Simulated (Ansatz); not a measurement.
BeHI (SMILES [BeH][I]) moved off its minimum; all values from Ansatz (a program for electronic structure), cores frozen in correlated methods. Elements past Kr take the def2 small-core potentials, without spin–orbit coupling.
(charge 0, multiplicity 1)
```xyz
3

Be    -0.00167    -0.00965    -1.91660
H      0.16558    -0.00215    -3.25109
I      0.24253    -0.15096     0.06983
```

Forces at PBE/def2-TZVPP (eV/Å):

```csv
atom,Fx,Fy,Fz
Be1,0.049,0.100,-2.922
H2,-0.242,0.061,0.085
I3,0.193,-0.161,2.837
```

Question: Give the forces (eV/Å), the total energy and the dipole at CCSD(T)/def2-TZVPPD.

Answer: 
| atom | Fx | Fy | Fz |
|---|---|---|---|
| Be1 | 0.038 | 0.124 | -3.466 |
| H2 | -0.272 | 0.063 | 0.231 |
| I3 | 0.234 | -0.187 | 3.236 |
Energy -312.1320 hartree, dipole 0.68 D.
